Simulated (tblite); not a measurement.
Start geometry of `CC#C[SiH2][Si](F)P` [radical] from a force field or distance geometry (Å):
```
atom  x, y, z in Å
C1    -3.3055    0.9000    0.0787
C2    -2.0799    0.1669   -0.1727
C3    -1.0491   -0.4475   -0.3641
Si4    0.5267   -1.3787   -0.6999
Si5    2.1077   -0.7851    0.8806
F6     3.4402   -1.6611    0.7180
P7     2.7167    1.3527    0.6952
H8    -4.0995    0.5736   -0.5936
H9    -3.6558    0.7515    1.1079
H10   -3.1673    1.9741   -0.0723
H11    1.0137   -1.0986   -2.0691
H12    0.2534   -2.8506   -0.6000
H13    3.4268    1.2320   -0.5052
H14    3.8712    1.2704    1.5144
```

Problem. What comes out of this run: GFN2-xTB geometry optimisation, gas phase in tblite 0.8.0?

Solution. 
```
atom  x, y, z in Å
C1    -3.0270    0.9849    0.2508
C2    -1.8917    0.1613   -0.0983
C3    -0.9431   -0.5245   -0.3874
Si4    0.5101   -1.5584   -0.8455
Si5    2.2204   -0.8392    0.5713
F6     3.4678   -1.8231    0.1454
P7     3.1073    1.1908    0.1608
H8    -3.8721    0.7482   -0.3954
H9    -3.3140    0.8062    1.2869
H10   -2.7740    2.0384    0.1306
H11    0.6885   -1.4297   -2.3008
H12    0.2010   -2.9625   -0.5459
H13    3.6749    1.3499    1.4149
H14    1.9512    1.8573    0.5308
```

The energy falls by 0.271 eV over 141 L-BFGS steps, the largest force on an atom goes from 1.19 to 0.008 eV/Å, and the atoms move by 0.869 Å rms after alignment. The bond that changes most is Si5–F6 (ends: silicon bonded to F, P and Si; fluorine bonded to Si), which lengthens by 0.042 Å. Bonds longer at the end by more than 0.005 Å: 3 of 13; shorter: 7. Among the angles that change most is Si4–Si5–F6, from 111.0° to 102.4°. Among the dihedrals that turn most is F6–Si5–P7–H13, from 51° to -88°. Rotational constants go from 2156, 656.3, 536.2 to 2067, 678.5, 542.8 MHz. The orientation of the end geometry is arbitrary; only internal coordinates are fixed.

On an Arm Neoverse V2 with one thread (shared host), this took 1.1 s wall.

Its lowest GFN2-xTB frequency is 20i cm⁻¹, too small to tell a flat minimum from a shallow saddle. 3 starts were optimised and ended at 0.00, 0.36 and 0.54 kcal/mol (GFN2-xTB); the lowest of these is shown.

One conformer stands for the species.

The numbers are calculated, not measured.
